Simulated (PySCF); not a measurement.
**Exercise with solution: entropy of an ideal gas**

CHF2, SMILES F[CH]F, multiplicity 2.

Coordinates come from a B3LYP-D3(BJ)/def2-TZVP optimisation. The isomer is the one that the SMILES or the coordinates give; other isomers of the formula were not compared.

B3LYP-D3(BJ)/def2-TZVP in PySCF 2.14.0 gives the harmonic wavenumbers 547, 995, 1170, 1178, 1331, 3111 cm⁻¹ and the rotational temperatures 3.2239, 0.5255, 0.4587 K. The molar mass is 51.02 g/mol, the symmetry number 1, the spin multiplicity 2.

Work out the entropy at 298.15 K and 1 atm in the rigid-rotor, harmonic-oscillator model.


Translation (Sackur–Tetrode at 1 atm): S = R[1.5 ln M + 2.5 ln T − 1.16487] = 157.8 J/(mol K).
Rotation: q = (√π/σ) T^1.5/√(θA θB θC) = 10400, S = R[ln q + 3/2] = 89.3 J/(mol K).
Vibration: with u = 1.4388 ν/T, each mode gives R[u/(e^u − 1) − ln(1 − e^−u)]:
```json
[
 {"ν (cm⁻¹)": "547", "modes": "1", "u": "2.64", "S (J/(mol K))": "2.30"},
 {"ν (cm⁻¹)": "995", "modes": "1", "u": "4.80", "S (J/(mol K))": "0.40"},
 {"ν (cm⁻¹)": "1170", "modes": "1", "u": "5.65", "S (J/(mol K))": "0.20"},
 {"ν (cm⁻¹)": "1178", "modes": "1", "u": "5.68", "S (J/(mol K))": "0.19"},
 {"ν (cm⁻¹)": "1331", "modes": "1", "u": "6.42", "S (J/(mol K))": "0.10"}
]
```
The stiffer modes add less than 0.005 each. Sum 3.2 J/(mol K).
Spin: R ln 2 = 5.8 J/(mol K).
Total 256.1 J/(mol K); the program's own thermochemistry gives 256.1. Translation makes up 62 % and vibration 1 %. Anharmonicity, hindered rotation and orbital degeneracy are left out.
